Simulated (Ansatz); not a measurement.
One change: `C[Si]([AlH2])([SiH3])Cl` becomes `C[Si](O)([SiH3])Cl`.

Ansatz, PBE0-D4/def2-TZVP geometries, multiplicity 1. Each molecule was computed in one conformer, which needn't be the lowest.

```csv
property,`C[Si]([AlH2])([SiH3])Cl`
size of the dipole moment (ωB97M-V/def2-TZVPP) / D,1.99
size of the dipole moment (B3LYP/def2-TZVPP) / D,1.97
LUMO energy (PBE/def2-TZVPP) / eV,-2.90
HOMO energy (ωB97M-V/def2-TZVPP) / eV,-9.00
HOMO–LUMO gap (PBE/def2-TZVPP) / eV,3.13
HOMO–LUMO gap (ωB97M-V/def2-TZVPP) / eV,8.50
```

(1) What does the change do to each property? (An estimate is asked.)

Answers

(1) Computed: 
```tsv
property	`C[Si](O)([SiH3])Cl`	shift
size of the dipole moment (ωB97M-V/def2-TZVPP) / D	1.92	-0.07
size of the dipole moment (B3LYP/def2-TZVPP) / D	1.91	-0.06
LUMO energy (PBE/def2-TZVPP) / eV	-0.83	2.07
HOMO energy (ωB97M-V/def2-TZVPP) / eV	-9.98	-0.98
HOMO–LUMO gap (PBE/def2-TZVPP) / eV	5.90	2.77
HOMO–LUMO gap (ωB97M-V/def2-TZVPP) / eV	11.76	3.26
```

With PBE0 the HOMO falls by 0.85 eV and the LUMO rises by 2.19 eV, so the gap widens by about 3.04 eV. PBE moves the HOMO by -0.69 eV and ωB97M-V by -0.98 eV. Dipoles are sizes alone; their direction can turn.

B3LYP here is the variant with VWN-RPA as its local correlation; programs differ in this.
